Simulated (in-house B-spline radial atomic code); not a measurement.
Radial electron density of neutral magnesium, [Ne] 3s2. Computed with a B-spline radial code for spherical atoms: non-relativistic Hartree-Fock, average of configuration, point nucleus.

Columns: r (bohr), 4πr²n(r) (electrons per bohr), bar.

```
 0.00514    0.321 #
 0.00621   0.4567 ##
 0.00749   0.6443 ##
 0.00904   0.9043 ###
  0.0109    1.257 ####
  0.0132    1.745 ######
  0.0159    2.374 ########
  0.0192    3.199 ###########
  0.0231     4.22 ##############
  0.0279     5.49 ##################
  0.0337    6.978 #######################
  0.0406    8.599 ############################
   0.049    10.27 ##################################
  0.0592    11.79 #######################################
  0.0714     12.9 ###########################################
  0.0861    13.35 ############################################
   0.104    12.98 ###########################################
   0.125    11.83 #######################################
   0.151    10.14 #################################
   0.183     8.44 ############################
    0.22    7.456 #########################
   0.266    7.516 #########################
   0.321    8.582 ############################
   0.387    10.05 #################################
   0.467    11.06 ####################################
   0.564    10.91 ####################################
    0.68    9.424 ###############################
   0.821    7.009 #######################
    0.99    4.458 ###############
    1.19    2.466 ########
    1.44    1.247 ####
    1.74   0.7739 ###
     2.1   0.6974 ##
    2.53   0.7061 ##
    3.06   0.6393 ##
    3.69   0.4817 ##
    4.45   0.2935 #
    5.37   0.1401 
    6.48  0.05047 
    7.82  0.01302 
    9.44 0.002248 
    11.4 0.0002386
```

On this grid the curve has 3 maxima, near 0.0861, 0.467, 2.53 bohr.

The 2p radial function P(r) = rR(r), positive near the nucleus:

```tsv
r (bohr)	P
0.00514	0.001331
0.00749	0.002788
0.0109	0.005785
0.0159	0.01195
0.0231	0.02418
0.0337	0.04839
0.049	0.09371
0.0714	0.1755
0.104	0.3118
0.151	0.5142
0.22	0.7744
0.321	1.028
0.467	1.154
0.68	1.052
0.99	0.7383
1.44	0.3681
2.1	0.1142
3.06	0.01915
4.45	0.00177
```
